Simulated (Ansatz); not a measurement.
C$_{5}$H$_{11}$ClSi (SMILES C=CC[Si](C)(C)Cl), singlet, at a GFN2-xTB geometry; SC-NEVPT2/STO-3G, CASSCF(2,2) (Ansatz, a first-principles code).

Here is a job for Ansatz.
Ansatz 0.2 input:
```yaml
crystal:
  periodic: [false, false, false]
  atoms:
    - {symbol: C, position_ang: [2.51705035, 0.19463019, 1.91309458]}
    - {symbol: C, position_ang: [1.95839267, 0.59869550, 0.78673503]}
    - {symbol: C, position_ang: [0.60326418, 1.21000057, 0.68709533]}
    - {symbol: Si, position_ang: [-0.67047155, -0.01183749, -0.07117341]}
    - {symbol: C, position_ang: [-2.37694198, 0.82303257, -0.20544553]}
    - {symbol: C, position_ang: [-0.75252007, -1.60119786, 0.97188887]}
    - {symbol: Cl, position_ang: [-0.04281502, -0.50107842, -1.95104474]}
    - {symbol: H, position_ang: [3.49355439, -0.25773877, 1.93739413]}
    - {symbol: H, position_ang: [2.01976680, 0.30757097, 2.86302366]}
    - {symbol: H, position_ang: [2.47728552, 0.46964253, -0.15384188]}
    - {symbol: H, position_ang: [0.65660644, 2.10319596, 0.06243423]}
    - {symbol: H, position_ang: [0.26608758, 1.51920425, 1.67629848]}
    - {symbol: H, position_ang: [-3.10443943, 0.15034289, -0.64958427]}
    - {symbol: H, position_ang: [-2.33685716, 1.71425136, -0.82490208]}
    - {symbol: H, position_ang: [-2.75270244, 1.11595257, 0.76964195]}
    - {symbol: H, position_ang: [0.23558547, -2.03573533, 1.09481596]}
    - {symbol: H, position_ang: [-1.38653300, -2.35008308, 0.50602113]}
    - {symbol: H, position_ang: [-1.14936804, -1.40351117, 1.96267738]}
basis:
  gaussian:
    orbitals: STO-3G
magnetization: {spin_polarized: false}
correlation: {method: sc_nevpt2, electrons: all, active_space: {window: {electrons: 2, orbitals: 2}}}
```

Output, abridged:

```
Functional definition: HF
700 factors; integrals over basis functions are off by at most 5.0e-5 eV
mean field evaluation 1: about -25405.2715 eV, gradient 1.9e1 eV
mean field evaluation 2: about -25405.5104 eV, gradient 1.9e1 eV
mean field evaluation 4: about -25407.1800 eV, gradient 1.7e0 eV
mean field evaluation 8: about -25407.1896 eV, gradient 1.4e-2 eV
mean field -25407.18962579 eV, -933.6969971360 hartree, gradient 7.5e-7 eV, S^2 0.000000; 0 other end points of the search recorded, 0 dependent functions left out; unrestricted orbitals would lower it
reference -25407.18962579 eV, -933.6969971360 hartree; 36, 36 occupied and 18, 18 virtual orbitals, 700 factors
state -25408.30548106 eV, -933.7380040610 hartree
state -25408.30548106 eV, -933.7380040610 hartree; corrected -25416.10293871 eV, -934.0245553442 hartree
Total energy: -25416.10293871 eV, -934.0245553442 hartree
```
